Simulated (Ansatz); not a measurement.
Diatomic CaNi, closed-shell singlet (lowest of 2S+1 = 1, 3 at CCSD(T)/def2-TZVPP on PBE0 minima; our sources give no spin for the ground state, which may be another). No spin–orbit coupling. Ni is treated without relativity. Ca is treated without relativity. The T1 diagnostic near the minimum is 0.062, so single-reference values are doubtful.

Seven points along R, fitted to fifth degree in 1/R; most abundant isotopes. In def2 and cc sets the state is the lowest found near the PBE0 minimum, followed along R. The singlet is held restricted. HF and MP2 rows in def2 and cc sets belong to the determinant that coupled cluster picked by its CCSD energy.

The values were computed with Ansatz (Gaussian orbitals). Each number belongs to the level named beside it.

| level | r_e (Å) | ω_e (cm⁻¹) | α_e (cm⁻¹) | ω_e x_e (cm⁻¹) | dipole (D) |
|---|---|---|---|---|---|
| PBE/def2-TZVPP | 2.171 | 299 | 0.00064 | 0.63 | 4.25 |
| r2SCAN/def2-TZVPP | 2.148 | 303 | 0.00064 | 0.54 | 4.40 |
| B97M-V/def2-TZVPP | 2.174 | 282 | 0.00067 | 0.55 | 3.92 |
| B3LYP/def2-TZVPP | 2.191 | 287 | 0.00069 | 0.75 | 3.76 |
| PBE0/def2-TZVPP | 2.189 | 281 | 0.00069 | 0.72 | 3.65 |
| BHLYP/def2-TZVPP | 2.248 | 252 | 0.00079 | 0.95 | 2.77 |
| CAM-B3LYP/def2-TZVPP | 2.187 | 283 | 0.00071 | 0.79 | 3.61 |
| wB97X-V/def2-TZVPP | 2.223 | 269 | 0.00067 | 0.83 | 3.47 |
| wB97M-V/def2-TZVPP | 2.242 | 264 | 0.00068 | 0.88 | 3.17 |
| B2PLYP/def2-TZVPP | 2.190 | 294 | 0.00055 | 0.58 | - |
| MP2/def2-TZVPP | 2.234 | 264 | 0.00049 | 0.79 | - |
| SCS-MP2/def2-TZVPP | 2.271 | 252 | 0.00059 | 0.95 | - |
| CCSD/def2-TZVPP | 2.299 | 246 | 0.00056 | 0.36 | - |
| CCSD(T)/def2-TZVPP | 2.269 | 259 | 0.00037 | -0.58 | - |

Correlated levels freeze the inner cores; with def2 sets outer-core shells near the valence are correlated too.

Doubts at one or more of the structures used: a restricted determinant that unrestricted orbitals would lower (MP2/def2-TZVPP, SCS-MP2/def2-TZVPP, CCSD/def2-TZVPP, CCSD(T)/def2-TZVPP); T1 above 0.05 (CCSD/def2-TZVPP, CCSD(T)/def2-TZVPP).

Ansatz is a program for electronic structure.
